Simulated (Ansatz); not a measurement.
AlCl3, SMILES [Cl][Al-]([Cl])[Cl], charge -1, multiplicity 2.

Coordinates come from a TPSSh-D3(BJ)/def2-SVPD optimisation.

Two levels are set side by side: PBE/def2-SVPD (Ansatz, an electronic-structure program) and CAM-B3LYP/def2-SVPD (Ansatz). Energy differences of separate SCF runs at the same geometry; the states with an electron removed or added have multiplicity 1. Differences are taken from unrounded values.

```
quantity                         CAM-B3LYP
-------------------------------  ---------
vertical ionisation energy (eV)       2.97
```

**Question.** What does PBE give, and how far is it from CAM-B3LYP? (The exact figures need the calculation; the answer reports its results.)

**Answer.** 
```csv
quantity,PBE,PBE minus CAM-B3LYP
vertical ionisation energy (eV),2.76,-0.20
```
